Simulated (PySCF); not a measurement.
# CaI2, singlet: molecular constants

Method: PySCF, PBE0, basis Ca def2-TZVP, I def2-TZVP with ECP28 (scalar-relativistic core potentials, no spin–orbit coupling, density fitting).

The structure is a minimum.

```xyz
3
charge 0 multiplicity 1, angstrom
Ca    0.0000    0.0000    0.0000
I     0.0000    0.0000    2.8246
I     0.0000    0.0000   -2.8246
```

* Point group: D∞h
* Bond lengths: Ca–I 2.825 Å (×2)
* Bond angles: I–Ca–I 180.0°
* Principal polarisabilities: 79.7, 79.7, 140.8 bohr³
* Atomisation energy without zero-point energy: 689 kJ/mol
* Zero-point energy: 3.1 kJ/mol
* Lowest empty level: -2.31 eV
* Principal quadrupole moments (Buckingham, traceless) about the centre of mass: -27.60, 13.80, 13.80 D Å
* Rotational symmetry number: 2
* Dipole moment: 0.00 D
* Highest occupied level: -7.35 eV
* Rotational constants: 0.008325 cm⁻¹
* Heat capacity Cp at 298.15 K: 60.6 J/(mol K)
* Entropy at 298.15 K and 1 bar: 327.3 J/(mol K)
* Enthalpy at 298.15 K above 0 K: 16.00 kJ/mol

Harmonic modes (masses in u: Ca 39.963, I 126.904):
| symmetry | ω (cm⁻¹) | IR (km/mol, summed over degenerate members) |
| --- | --- | --- |
| πu | 44 | 60.2 |
| σg+ | 124 | 0.0 |
| σu+ | 313 | 153 |

In D∞h the vibrations span πu + σg+ + σu+. The σg+ mode carries no infrared intensity, as symmetry demands. With a centre of inversion only u modes can be infrared active and only g modes Raman active.

Charges (e):
```json
{"atom": "Ca1", "Mulliken": "1.06", "Löwdin": "0.22", "polar tensor": "1.47", "Mayer order to Ca1": "–"}
{"atom": "I2,3", "Mulliken": "-0.53", "Löwdin": "-0.11", "polar tensor": "-0.73", "Mayer order to Ca1": "0.84"}
```

Mulliken populations on Ca1: s 6.23, p 12.25, d 0.46.

Counting electrons, calcium keeps none of its valence electrons outside its bonds, so the VSEPR class is AX2 and the expected shape is linear (D∞h), as computed.

The final relaxation and frequency run took roughly 80 core-seconds on a shared host.
